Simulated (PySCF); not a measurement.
First SCF of a structure search on triplet Ru3, at a hand-made obtuse triangle geometry. PySCF input:

```python
from pyscf import gto, scf, dft
mol = gto.M(atom='''
Ru     0.000000     0.000000     0.000000
Ru     1.950000     1.500000     0.000000
Ru    -1.950000     1.500000     0.000000''',
    basis={'Ru': 'def2-TZVP'},
    ecp={'Ru': 'def2-TZVP'},
    charge=0, spin=2)
mf = dft.UKS(mol, xc='PBE0')
mf.grids.atom_grid = (50, 194)
aux = {'Ru': 'def2-universal-JKFIT'}
mf = mf.density_fit(auxbasis=aux)
mf.conv_tol = 1e-08
mf.diis_space = 10
mf.max_cycle = 60
mf.init_guess = 'huckel'
mf.verbose = 4
mf.kernel()
```

Excerpt of the output (cycles alone); where DIIS stalls, ADIIS, DIIS with a small level shift and a second-order solver take over in turn:

```
init E= -283.91053350953
cycle= 1 E= -276.18347945236  delta_E= 7.73  |g|= 3.79  |ddm|= 4.71
cycle= 2 E= -213.465282580107  delta_E= 62.7  |g|= 7.36  |ddm|= 8.85
cycle= 3 E= -282.646076191604  delta_E= -69.2  |g|= 2.07  |ddm|= 7.85
cycle= 4 E= -276.332128391382  delta_E= 6.31  |g|= 3.13  |ddm|= 8.88
cycle= 5 E= -280.003307861339  delta_E= -3.67  |g|= 2.81  |ddm|= 9.01
cycle= 6 E= -280.26167050065  delta_E= -0.258  |g|= 2.73  |ddm|= 0.141
cycle= 7 E= -280.506433657724  delta_E= -0.245  |g|= 2.66  |ddm|= 0.268
cycle= 8 E= -280.211471349145  delta_E= 0.295  |g|= 2.76  |ddm|= 0.224
cycle= 9 E= -280.238760668759  delta_E= -0.0273  |g|= 2.76  |ddm|= 0.141
cycle= 10 E= -280.240997855343  delta_E= -0.00224  |g|= 2.76  |ddm|= 0.00745
cycle= 11 E= -279.610598634643  delta_E= 0.63  |g|= 2.91  |ddm|= 0.689
cycle= 12 E= -280.647330807493  delta_E= -1.04  |g|= 2.63  |ddm|= 0.891
cycle= 13 E= -282.039516288736  delta_E= -1.39  |g|= 2.07  |ddm|= 0.742
... 38 lines left out ...
cycle= 52 E= -284.472497596146  delta_E= 8.56e-05  |g|= 0.00362  |ddm|= 0.0208
cycle= 53 E= -284.472307058745  delta_E= 0.000191  |g|= 0.00395  |ddm|= 0.0494
cycle= 54 E= -284.472069865393  delta_E= 0.000237  |g|= 0.00421  |ddm|= 0.063
cycle= 55 E= -284.472061286458  delta_E= 8.58e-06  |g|= 0.00426  |ddm|= 0.00548
cycle= 56 E= -284.472096111039  delta_E= -3.48e-05  |g|= 0.00497  |ddm|= 0.0213
cycle= 57 E= -284.472049965484  delta_E= 4.61e-05  |g|= 0.0043  |ddm|= 0.0277
cycle= 58 E= -284.472025596948  delta_E= 2.44e-05  |g|= 0.00432  |ddm|= 0.022
cycle= 59 E= -284.472036234535  delta_E= -1.06e-05  |g|= 0.00249  |ddm|= 0.0675
cycle= 60 E= -284.472071648995  delta_E= -3.54e-05  |g|= 0.0027  |ddm|= 0.0254
SCF not converged.
init E= -283.91053350953
cycle= 1 E= -276.18347945236  delta_E= 7.73  |g|= 3.79  |ddm|= 4.71
cycle= 2 E= -213.465282580107  delta_E= 62.7  |g|= 7.36  |ddm|= 8.85
cycle= 3 E= -268.970392125214  delta_E= -55.5  |g|=  4.3  |ddm|= 5.83
cycle= 4 E= -284.041372469046  delta_E= -15.1  |g|= 0.867  |ddm|= 3.74
cycle= 5 E= -282.719347002696  delta_E= 1.32  |g|= 1.89  |ddm|= 1.92
cycle= 6 E= -284.329856316166  delta_E= -1.61  |g|= 0.334  |ddm|= 1.22
cycle= 7 E= -284.248809271313  delta_E= 0.081  |g|= 0.596  |ddm|= 0.693
cycle= 8 E= -284.360832532054  delta_E= -0.112  |g|= 0.216  |ddm|= 0.32
cycle= 9 E= -284.352445668887  delta_E= 0.00839  |g|= 0.279  |ddm|= 0.392
cycle= 10 E= -284.381827288473  delta_E= -0.0294  |g|= 0.109  |ddm|= 0.247
cycle= 11 E= -284.308443784144  delta_E= 0.0734  |g|= 0.478  |ddm|= 0.332
cycle= 12 E= -284.398155525729  delta_E= -0.0897  |g|= 0.052  |ddm|= 0.217
cycle= 13 E= -284.364728317238  delta_E= 0.0334  |g|= 0.353  |ddm|= 0.309
cycle= 14 E= -284.409091193945  delta_E= -0.0444  |g|= 0.128  |ddm|= 0.242
cycle= 15 E= -284.415686045589  delta_E= -0.00659  |g|= 0.179  |ddm|= 0.27
cycle= 16 E= -284.354400994364  delta_E= 0.0613  |g|= 0.434  |ddm|= 0.334
cycle= 17 E= -284.435286516534  delta_E= -0.0809  |g|= 0.0539  |ddm|= 0.224
cycle= 18 E= -284.393117854817  delta_E= 0.0422  |g|= 0.337  |ddm|= 0.265
cycle= 19 E= -284.43879848339  delta_E= -0.0457  |g|= 0.0816  |ddm|= 0.152
cycle= 20 E= -284.372757755813  delta_E= 0.066  |g|= 0.409  |ddm|= 0.289
SCF not converged.
init E= -284.372757755813
cycle= 1 E= -283.468358365311  delta_E= 0.904  |g|= 1.54  |ddm|= 1.18
cycle= 2 E= -269.864312057275  delta_E= 13.6  |g|= 4.25  |ddm|= 4.59
cycle= 3 E= -284.398964302304  delta_E= -14.5  |g|= 0.296  |ddm|= 4.23
cycle= 4 E= -284.325391214165  delta_E= 0.0736  |g|= 0.531  |ddm|= 0.488
cycle= 5 E= -284.382366895841  delta_E= -0.057  |g|= 0.368  |ddm|= 0.198
cycle= 6 E= -284.413630283443  delta_E= -0.0313  |g|= 0.255  |ddm|= 0.116
cycle= 7 E= -284.43837322483  delta_E= -0.0247  |g|= 0.0957  |ddm|= 0.123
cycle= 8 E= -284.442960110775  delta_E= -0.00459  |g|= 0.038  |ddm|= 0.0811
cycle= 9 E= -284.444372520714  delta_E= -0.00141  |g|= 0.0119  |ddm|= 0.0496
cycle= 10 E= -284.445080149614  delta_E= -0.000708  |g|= 0.0135  |ddm|= 0.0387
cycle= 11 E= -284.445849520022  delta_E= -0.000769  |g|= 0.0109  |ddm|= 0.0386
cycle= 12 E= -284.446404479729  delta_E= -0.000555  |g|= 0.0115  |ddm|= 0.028
cycle= 13 E= -284.445947409095  delta_E= 0.000457  |g|= 0.013  |ddm|= 0.0222
cycle= 14 E= -284.446410866232  delta_E= -0.000463  |g|= 0.0118  |ddm|= 0.0221
cycle= 15 E= -284.446673517002  delta_E= -0.000263  |g|= 0.012  |ddm|= 0.0128
cycle= 16 E= -284.445848263944  delta_E= 0.000825  |g|= 0.0142  |ddm|= 0.0393
cycle= 17 E= -284.444958198047  delta_E= 0.00089  |g|= 0.0138  |ddm|= 0.0455
cycle= 18 E= -284.443518185269  delta_E= 0.00144  |g|= 0.0161  |ddm|= 0.0817
cycle= 19 E= -284.442752637644  delta_E= 0.000766  |g|= 0.0145  |ddm|= 0.0636
cycle= 20 E= -284.442441614745  delta_E= 0.000311  |g|= 0.011  |ddm|= 0.0428
cycle= 21 E= -284.442134936039  delta_E= 0.000307  |g|= 0.0121  |ddm|= 0.0468
cycle= 22 E= -284.442119977673  delta_E= 1.5e-05  |g|= 0.00888  |ddm|= 0.0506
cycle= 23 E= -284.441951991313  delta_E= 0.000168  |g|= 0.00912  |ddm|= 0.0388
cycle= 24 E= -284.441858131191  delta_E= 9.39e-05  |g|= 0.0103  |ddm|= 0.0533
cycle= 25 E= -284.441904252991  delta_E= -4.61e-05  |g|= 0.00716  |ddm|= 0.0368
cycle= 26 E= -284.441946193819  delta_E= -4.19e-05  |g|= 0.00662  |ddm|= 0.0429
cycle= 27 E= -284.441949011653  delta_E= -2.82e-06  |g|= 0.00826  |ddm|= 0.0349
cycle= 28 E= -284.44208287063  delta_E= -0.000134  |g|= 0.00357  |ddm|= 0.0367
cycle= 29 E= -284.442132761731  delta_E= -4.99e-05  |g|= 0.00311  |ddm|= 0.0289
cycle= 30 E= -284.442176269362  delta_E= -4.35e-05  |g|= 0.00292  |ddm|= 0.0324
SCF not converged.
macro= 0  E= -284.442643277796  delta_E= -0.000467008  |g|= 0.00455877  3 KF 18 JK
macro= 1  E= -284.443381316502  delta_E= -0.000738039  |g|= 0.000513253  5 KF 26 JK
macro= 2  E= -284.443381638021  delta_E= -3.21519e-07  |g|= 6.87861e-05  2 KF 14 JK
macro= 3  E= -284.443381638021  delta_E= -6.82121e-13  |g|= 3.04908e-05  1 KF 2 JK
macro X = 4  E=-284.443381638021  |g|= 3.04908e-05  total 12 KF 65 JK
converged SCF energy = -284.443381638021  <S^2> = 4.9916729  2S+1 = 4.57894
```

No lower solution of this spin was found by a stability analysis within the unrestricted form.

Other spin states or occupations of the open shell can lie lower.

The search for the lowest solution, with the stability check, took 33 s on 4 threads of a shared Arm Neoverse V2 host, with 120 basis functions; the process peaked at 0.4 GiB. Launch command: `OMP_NUM_THREADS=4 python axn.py task.json out`.
